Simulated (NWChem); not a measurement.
System: C$_{3}$H$_{6}$OSi; SMILES [SiH2]1COC1=C

Excerpt of the output:

```
             Northwest Computational Chemistry Package (NWChem) 7.3.0
             --------------------------------------------------------

                             Geometry "geometry" -> ""
                             -------------------------

 Output coordinates in angstroms (scale by  1.889725989 to convert to a.u.)

  No.       Tag          Charge          X              Y              Z
 ---- ---------------- ---------- -------------- -------------- --------------
    1 C                    6.0000     0.48620800    -2.08873300     0.00000000
    2 C                    6.0000     0.12008200    -0.80618700     0.00000000
    3 O                    8.0000    -1.21174300    -0.38191100     0.00000000
    4 C                    6.0000    -1.11147300     1.07748100     0.00000000
    5 Si                  14.0000     0.80207100     0.94983200     0.00000000
    6 H                    1.0000     1.53663500    -2.35753200     0.00000000
    7 H                    1.0000    -0.24693000    -2.89139700     0.00000000
    8 H                    1.0000    -1.59931300     1.48467300     0.89185700
    9 H                    1.0000    -1.59931300     1.48467300    -0.89185700
   10 H                    1.0000     1.52611600     1.42706700     1.20935500
   11 H                    1.0000     1.52611600     1.42706700    -1.20935500

 Effective nuclear repulsion energy (a.u.)     217.1492046605

                              NWChem Property Module
                              ----------------------

                                 NWChem DFT Module
                                 -----------------

 Summary of "ao basis" -> "ao basis" (spherical)
 ------------------------------------------------------------------------------
       Tag                 Description            Shells   Functions and Types
 ---------------- ------------------------------  ------  ---------------------
 C                         def2-svpd                 8       20   4s2p2d
 O                         def2-svpd                 9       23   4s3p2d
 Si                        def2-svpd                10       24   5s3p2d
 H                         def2-svpd                 4        8   2s2p

            General Information
            -------------------
          SCF calculation type: DFT
          Wavefunction type:  closed shell.
          No. of atoms     :    11
          No. of electrons :    46
           Alpha electrons :    23
            Beta electrons :    23
          Charge           :     0
          Spin multiplicity:     1
          Use of symmetry is: off; symmetry adaption is: off
          Maximum number of iterations: 150
          AO basis - number of functions:   155
                     number of shells:    67
          Convergence on energy requested:  1.00D-06
          Convergence on density requested:  1.00D-05
          Convergence on gradient requested:  5.00D-04

              XC Information
              --------------
                         B3LYP Method XC Potential
                     Hartree-Fock (Exact) Exchange  0.200
                        Slater Exchange Functional  0.800 local
                    Becke 1988 Exchange Functional  0.720 non-local
              Lee-Yang-Parr Correlation Functional  0.810
                  VWN I RPA Correlation Functional  0.190 local

             Grid Information
             ----------------
          Grid used for XC integration:  medium
          Radial quadrature: Mura-Knowles
          Angular quadrature: Lebedev.
          Tag              B.-S. Rad. Rad. Pts. Rad. Cut. Ang. Pts.
          ---              ---------- --------- --------- ---------
          C                   0.70       49          12.0       434
          O                   0.60       49          11.0       434
          Si                  1.10       88          11.0       590
          H                   0.35       45          13.0       434
          Grid pruning is: on
          Number of quadrature shells:   554
          Spatial weights used:  Erf1

      Superposition of Atomic Density Guess
      -------------------------------------

 Sum of atomic energies:        -479.30399609

      Non-variational initial energy
      ------------------------------

 Total energy =    -481.978176
 1-e energy   =   -1089.081951
 2-e energy   =     389.954571
 HOMO         =      -0.281138
 LUMO         =       0.004069

   convergence    iter        energy       DeltaE   RMS-Dens  Diis-err
 ---------------- ----- ----------------- --------- --------- ---------
 d= 0,ls=0.0,diis     1   -482.3124229655 -6.99D+02  1.71D-02  5.53D-01
 d= 0,ls=0.0,diis     2   -482.3168510633 -4.43D-03  5.75D-03  5.91D-01
 d= 0,ls=0.0,diis     3   -482.3709652147 -5.41D-02  1.48D-03  9.07D-02
 d= 0,ls=0.0,diis     4   -482.3792943913 -8.33D-03  4.93D-04  3.38D-03
 d= 0,ls=0.0,diis     5   -482.3795610868 -2.67D-04  2.37D-04  1.06D-03
  Resetting Diis
 d= 0,ls=0.0,diis     6   -482.3796959963 -1.35D-04  5.45D-05  5.69D-05
 d= 0,ls=0.0,diis     7   -482.3797026478 -6.65D-06  3.19D-05  4.22D-06
 d= 0,ls=0.0,diis     8   -482.3797019421  7.06D-07  1.91D-05  9.82D-06
 d= 0,ls=0.0,diis     9   -482.3797031666 -1.22D-06  2.73D-06  1.79D-07
 d= 0,ls=0.0,diis    10   -482.3797031899 -2.33D-08  4.86D-07  5.09D-09

         Total DFT energy =     -482.379703189943
      One electron energy =    -1092.939781430399
           Coulomb energy =      441.368937873014
    Exchange-Corr. energy =      -47.958064293075
 Nuclear repulsion energy =      217.149204660517

 Numeric. integr. density =       46.000011065991

                       DFT Final Molecular Orbital Analysis
                       ------------------------------------

 Vector   21  Occ=2.000000D+00  E=-3.232252D-01
              MO Center= -1.0D-01,  2.1D-01,  3.7D-10, r^2= 3.1D+00
   Bfn.  Coefficient  Atom+Function         Bfn.  Coefficient  Atom+Function
  ----- ------------  ---------------      ----- ------------  ---------------
     3      0.387384   1 C  s                68      0.353546   4 C  px
    23     -0.339760   2 C  s                26     -0.301676   2 C  py
    96      0.232083   5 Si py               93      0.228325   5 Si py
    66      0.220806   4 C  s                71      0.198929   4 C  px
   117     -0.189177   7 H  s                 6      0.185085   1 C  py

 Vector   22  Occ=2.000000D+00  E=-3.034486D-01
              MO Center= -3.4D-01,  1.9D-01,  9.2D-10, r^2= 3.2D+00
   Bfn.  Coefficient  Atom+Function         Bfn.  Coefficient  Atom+Function
  ----- ------------  ---------------      ----- ------------  ---------------
    45      0.367921   3 O  px               48      0.238821   3 O  px
    68     -0.230956   4 C  px               46      0.223627   3 O  py
    92      0.207948   5 Si px               25     -0.203239   2 C  px
    95      0.187553   5 Si px               44     -0.169764   3 O  s
    86     -0.154817   5 Si s                49      0.150075   3 O  py

 Vector   23  Occ=2.000000D+00  E=-2.354066D-01
              MO Center= -1.0D-01, -1.1D+00, -6.7D-10, r^2= 2.7D+00
   Bfn.  Coefficient  Atom+Function         Bfn.  Coefficient  Atom+Function
  ----- ------------  ---------------      ----- ------------  ---------------
     7      0.402351   1 C  pz               47     -0.390816   3 O  pz
    50     -0.280937   3 O  pz               27      0.271238   2 C  pz
    10      0.197387   1 C  pz               30      0.198273   2 C  pz
   125      0.107748   8 H  s               133     -0.107748   9 H  s
   124      0.092233   8 H  s               132     -0.092233   9 H  s

 Vector   24  Occ=0.000000D+00  E=-1.807044D-02
              MO Center=  8.7D-01,  1.3D+00, -4.4D-11, r^2= 5.1D+00
   Bfn.  Coefficient  Atom+Function         Bfn.  Coefficient  Atom+Function
  ----- ------------  ---------------      ----- ------------  ---------------
    67      1.914373   4 C  s                24     -1.256933   2 C  s
    23      0.486981   2 C  s               125     -0.488092   8 H  s
   133     -0.488092   9 H  s                87     -0.455854   5 Si s
   107     -0.406571   5 Si d  2             52     -0.382421   3 O  py
    65     -0.248335   4 C  s               117      0.247751   7 H  s

 Vector   25  Occ=0.000000D+00  E=-1.397489D-02
              MO Center=  3.8D-01, -7.8D-01,  6.6D-10, r^2= 4.1D+00
   Bfn.  Coefficient  Atom+Function         Bfn.  Coefficient  Atom+Function
  ----- ------------  ---------------      ----- ------------  ---------------
     7      0.352637   1 C  pz               27     -0.349029   2 C  pz
    30     -0.276730   2 C  pz               10      0.208927   1 C  pz
    47      0.191844   3 O  pz               37     -0.177984   2 C  d -1
    50      0.153482   3 O  pz               94     -0.149751   5 Si pz
   106     -0.144764   5 Si d  1            140      0.112301  10 H  s

 Vector   26  Occ=0.000000D+00  E= 1.347902D-02
              MO Center=  4.1D-01,  7.1D-01, -3.1D-09, r^2= 8.9D+00
   Bfn.  Coefficient  Atom+Function         Bfn.  Coefficient  Atom+Function
  ----- ------------  ---------------      ----- ------------  ---------------
    87      3.278550   5 Si s                88     -2.281465   5 Si s
   117      1.520065   7 H  s                66     -1.275703   4 C  s
     4     -0.822966   1 C  s                67     -0.757786   4 C  s
    23     -0.739540   2 C  s               125      0.630853   8 H  s
   133      0.630853   9 H  s                16     -0.573829   1 C  d -2

     Multipole analysis of the density
     ---------------------------------

     L   x y z        total         alpha         beta         nuclear
     -   - - -        -----         -----         ----         -------
     0   0 0 0      0.000000    -23.000000    -23.000000     46.000000

     1   1 0 0      0.356779      0.511677      0.511677     -0.666576
     1   0 1 0      0.640073      0.402923      0.402923     -0.165772
     1   0 0 1      0.000000      0.000000      0.000000      0.000000

     2   2 0 0    -28.801432    -89.153887    -89.153887    149.506342
     2   1 1 0     -1.710991      4.132809      4.132809     -9.976610
     2   1 0 1      0.000000      0.000000      0.000000      0.000000
     2   0 2 0    -26.787829   -144.165060   -144.165060    261.542292
     2   0 1 1      0.000000      0.000000      0.000000      0.000000
     2   0 0 2    -29.500676    -22.813617    -22.813617     16.126558

 *** CALLING NEW AORESP DRIVER FOR CLOSED AND OPEN SHELLS ***
 Entering AOResponse driver routine

--------------------------------------------------------------------------------

          -----------------------------------------------
          Solving response equations for perturbing field
          -----------------------------------------------

 number of frequencies:     1
 frequency in a.u.:  0.7730000E-01
 Perturbing field: electric
 Using El. Dipole Length Gauge

 Setting up CPKS with frequency omega =      0.07730000 a.u.

                            NWChem Dynamic CPHF Module
                            --------------------------

    scftype = RHF
    nclosed =   23
      nopen =    0
  variables =     6072
  num. vecs =        3
  tolerance =   1.0D-04
  max. iter =   50

 SCF residual:    4.3284488270559158E-005

Iterative solution of linear equations
  No. of variables     6072
  No. of equations        3
  Maximum subspace       30
       Convergence  1.0D-04

   iter   nsub   residual    time
   ----  ------  --------  ---------
     1      3    5.71D+00      62.7
     2      6    3.44D+00      83.0
     3      9    4.81D-01     102.6
     4     12    1.43D-01     125.1
     5     15    3.12D-02     147.3
     6     18    7.85D-03     169.9
     7     21    7.96D-04     192.8
     8     24    1.68D-04     215.3
     9     27    1.36D-05     238.8

 Electric Dipole Response Matrix (nonzero elements):

              1        2        3
    1   69.4203  -3.1536   0.0000
    2   -3.1536  89.3048   0.0000
    3    0.0000   0.0000  53.8815

 ------------------------------------------
 average:        70.86888 + I       0.00000

 DFT Linear Response polarizability / au
 Frequency  =       0.0773000 / au
 Wavelength =     589.4353558 / nm
              X              Y              Z
 -----------------------------------------------
 X      69.4203242     -3.1536212      0.0000000
 Y      -3.1535991     89.3047701      0.0000000
 Z       0.0000000      0.0000000     53.8815469
 -----------------------------------------------
 Eigenvalues =      68.9321529     89.7929414     53.8815469
 Isotropic   =      70.8688804
 Anisotropic =      31.2355686
 -----------------------------------------------

 Magnetic Dipole Response Matrix (nonzero elements):

 Exiting AOResponse driver routine
```

Level: B3LYP/def2-SVPD. Geometry: optimised at B3LYP/6-31G* (spherical d).

### Question
Write an input that gives this output.

### Answer
One answer among several that fit: the input that was run:
```
start job
memory heap 200 mb stack 900 mb global 1100 mb
geometry units angstroms noautosym nocenter noautoz
  C      0.486208    -2.088733     0.000000
  C      0.120082    -0.806187     0.000000
  O     -1.211743    -0.381911     0.000000
  C     -1.111473     1.077481     0.000000
  Si     0.802071     0.949832     0.000000
  H      1.536635    -2.357532     0.000000
  H     -0.246930    -2.891397     0.000000
  H     -1.599313     1.484673     0.891857
  H     -1.599313     1.484673    -0.891857
  H      1.526116     1.427067     1.209355
  H      1.526116     1.427067    -1.209355
end
basis spherical
  C library def2-svpd
  O library def2-svpd
  Si library def2-svpd
  H library def2-svpd
end
dft
  xc b3lyp
  iterations 150
end
property
  response 1 0.0773
end
task dft property
```
